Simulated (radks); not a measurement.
Isoelectronic series with 19 electrons, each ion in its NIST ground configuration. Calculated with a radial shooting solver on a logarithmic mesh with Libxc functionals: scalar-relativistic Kohn-Sham, PBEsol, spin-polarised, spherical densities, finite nucleus; open shells are filled with parallel spins first (spin-orbit coupling, left out, can overturn this in heavy ions); Fermi nuclear charge, rms radius of each element as measured or else 0.836 A^(1/3) + 0.57 fm. Total energies (hartree) and orbital eigenvalues (hartree) (* marks an orbital that is empty in some or all of the ions):

K: configuration [Ar] 4s1; E (hartree) -601.29018; 4s up* -0.09346; 3p down -0.68565
Sc2+: configuration [Ar] 3d1; E (hartree) -762.43374; 4s up* -0.58458; 3p down -1.77673
V4+: configuration [Ar] 3d1; E (hartree) -944.44311; 4s up* -1.43338; 3p down -3.51307
Mn6+: configuration [Ar] 3d1; E (hartree) -1147.15154; 4s up* -2.56675; 3p down -5.74146
Co8+: configuration [Ar] 3d1; E (hartree) -1370.63332; 4s up* -3.97077; 3p down -8.43922
Cu10+: configuration [Ar] 3d1; E (hartree) -1614.99814; 4s up* -5.64038; 3p down -11.59928
Ga12+: configuration [Ar] 3d1; E (hartree) -1880.37783; 4s up* -7.57362; 3p down -15.21890
As14+: configuration [Ar] 3d1; E (hartree) -2166.92247; 4s up* -9.77003; 3p down -19.29724
Br16+: configuration [Ar] 3d1; E (hartree) -2474.79869; 4s up* -12.23001; 3p down -23.83450
Rb18+: configuration [Ar] 3d1; E (hartree) -2804.18900; 4s up* -14.95454; 3p down -28.83154
Nb22+: configuration [Ar] 3d1; E (hartree) -3528.31988; 4s up* -21.20320; 3p down -40.21076
Tc24+: configuration [Ar] 3d1; E (hartree) -3923.50537; 4s up* -24.73112; 3p down -46.59665
Rh26+: configuration [Ar] 3d1; E (hartree) -4341.09643; 4s up* -28.53112; 3p down -53.44968
Ag28+: configuration [Ar] 3d1; E (hartree) -4781.36062; 4s up* -32.60578; 3p down -60.77236
In30+: configuration [Ar] 3d1; E (hartree) -5244.58115; 4s up* -36.95796; 3p down -68.56742
Sb32+: configuration [Ar] 3d1; E (hartree) -5731.06403; 4s up* -41.59077; 3p down -76.83782
